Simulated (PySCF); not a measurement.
# Pd(2+) (palladium, charge +2) across methods

[Kr] 4d8, high-spin 3F determinant. Computed with PySCF 2.14 in x2c-QZVPPall with one added diffuse shell each of s, p, d, f, g type (14s9p8d5f3g, 143 functions), with the spin-free X2C one-electron Hamiltonian (Gaussian nucleus).

```json
{"method": "UHF", "E (hartree)": "-5041.93167", "mean ε 4p β (eV)": "-88.386", "mean ε 4d α (eV)": "-35.105", "mean ε 4d β (eV)": "-33.331", "Σ⟨r²⟩ (bohr²)": "30.01", "⟨S²⟩": "2.004"}
{"method": "PBE0", "E (hartree)": "-5043.98", "mean ε 4p β (eV)": "-78.746", "mean ε 4d α (eV)": "-30.006", "mean ε 4d β (eV)": "-28.655", "Σ⟨r²⟩ (bohr²)": "30.21", "⟨S²⟩": "2.001"}
{"method": "r2SCAN", "E (hartree)": "-5044.32", "mean ε 4p β (eV)": "-76.237", "mean ε 4d α (eV)": "-28.325", "mean ε 4d β (eV)": "-27.015", "Σ⟨r²⟩ (bohr²)": "30.16", "⟨S²⟩": "2.002"}
{"method": "PBE", "E (hartree)": "-5043.90", "mean ε 4p β (eV)": "-75.109", "mean ε 4d α (eV)": "-27.986", "mean ε 4d β (eV)": "-26.754", "Σ⟨r²⟩ (bohr²)": "30.40", "⟨S²⟩": "2.001"}
{"method": "LDA", "E (hartree)": "-5038.93", "mean ε 4p β (eV)": "-75.379", "mean ε 4d α (eV)": "-28.184", "mean ε 4d β (eV)": "-26.917", "Σ⟨r²⟩ (bohr²)": "30.46", "⟨S²⟩": "2.000"}
```
